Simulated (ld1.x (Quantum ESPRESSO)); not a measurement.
## How hard is this Nd (Z = 60) RRKJ potential?

```
Element                 : neodymium (Nd)
Generator               : ld1.x (Quantum ESPRESSO) 7.5
Type                    : norm-conserving RRKJ (Kleinman–Bylander form)
Functional              : PBE
Relativity              : non-relativistic
Frozen core             : [Xe]
Valence charge          : 6
Reference configuration : 4f4 5d0 6s1 6p0 (charge +1)
Partial waves           : 6p (bound, empty): rc 3.75 bohr; 5d (bound, empty): rc 3.45 bohr; 4f (bound): rc 1.20 bohr; 6s (bound): rc 3.25 bohr
Local potential         : the s channel
Core correction         : a·sin(br)/r model core, default radius (core density twice the valence density)
```

The pseudo-atom Hamiltonian at the reference potential is diagonalised in spherical Bessel functions j_l(qr) that vanish at 20 bohr, with q² up to the cutoff. All-electron valence levels (Ry): 6p -0.3865, 5d -0.5730, 4f -0.7683, 6s -0.5715.

Q: How do the lowest levels (Ry) of each channel move with the cutoff, and are there ghosts?

A:

```csv
cutoff (Ry),p #1,d #1,f #1,f #2,s #1,Σ f·Δε (mRy)
8,-0.3864,-0.5558,-0.0883,0.0135,-0.5709,2721.0
21,-0.3865,-0.5730,-0.0883,0.0134,-0.5715,2720.3
45,-0.3865,-0.5730,-0.0883,0.0133,-0.5715,2720.0
90,-0.3865,-0.5730,-0.0977,-0.0353,-0.5715,2682.6
160,-0.3865,-0.5730,-0.7672,-0.0872,-0.5715,4.7
300,-0.3865,-0.5730,-0.7683,-0.0872,-0.5715,0.1
400,-0.3865,-0.5730,-0.7683,-0.0872,-0.5715,0.0
```

Result: no extra level below or beside the all-electron valence levels (p, d, f, s tested); 10 mRy is reached at 160 Ry and 1 mRy at 230 Ry.

2 of 7 tests not solved or not reliable.
